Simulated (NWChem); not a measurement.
**Atomisation of HBCl**

```
B
H 1 1.2166
Cl 1 1.7268 2 122.97
```
Charge 0, spin multiplicity 2.

Program: NWChem. All single points use one geometry, from UPBE/def2-SVP, a minimum by its harmonic frequencies.

Basis set: def2-TZVP. The atomisation energy is electronic alone: no zero-point, thermal, spin-orbit or counterpoise terms. No value is extrapolated to the basis-set limit. Free atoms are single determinants with multiplicities B 2, Cl 2, H 2.

B3LYP has NWChem's definition, with VWN1-RPA local correlation. The structure started from a generated list of species. The unpaired electrons of the parent sit in orbitals of symmetry a' (Cs labels of the run); other states weren't searched. The stability of the SCF solutions was not checked.

For the atomisation energy, B3LYP gives 189.9 kcal/mol and PBE gives 197.0 kcal/mol. What do r2SCAN, PBE0, BLYP give?

r2SCAN: 197.7 kcal/mol; PBE0: 194.0 kcal/mol; BLYP: 188.9 kcal/mol.
